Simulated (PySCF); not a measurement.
## Fractional electron number in Ru²⁺ (ruthenium, charge +2)

The 4d beta orbital of [Kr] 4d6 is emptied in steps (occupation f), with all orbitals relaxed, ending at [Kr] 4d5. All numbers are calculated (PySCF 2.14, scalar relativity through the core potential, in def2-TZVPPD with the def2 core potential (28 electrons)). The exact energy is a straight line in f; departures are measured from the line between the end points of the same method.

Q: Among BHandHLYP, wB97X, CAM-B3LYP, which shows the largest delocalisation error (convex curve), and which is closest to linear?

A: Most convex: CAM-B3LYP (-0.711 eV at f = 0.5); closest to linear: wB97X (-0.440 eV).

```csv
f,BHandHLYP (eV),wB97X (eV),CAM-B3LYP (eV)
1,0.000,0.000,0.000
0.9,-0.223,-0.154,-0.252
0.7,-0.527,-0.365,-0.592
0.5,-0.634,-0.440,-0.711
0.3,-0.539,-0.371,-0.603
0.1,-0.235,-0.155,-0.261
0,0.000,0.000,0.000
```

| method | E(f=0) − E(f=1) (eV) | −ε at f=1 (eV) | −ε at f=0.5 (eV) |
| --- | --- | --- | --- |
| BHandHLYP | 28.263 | 25.794 | 28.226 |
| wB97X | 28.410 | 26.706 | 28.391 |
| CAM-B3LYP | 28.578 | 25.793 | 28.546 |

Reference removal energy between the ground levels: 28.47 eV (semi-empirical (NIST evaluation); NIST Atomic Spectra Database, ionization energies). The calculation has no spin-orbit coupling. The determinant left behind need not be the lowest term of the ion.
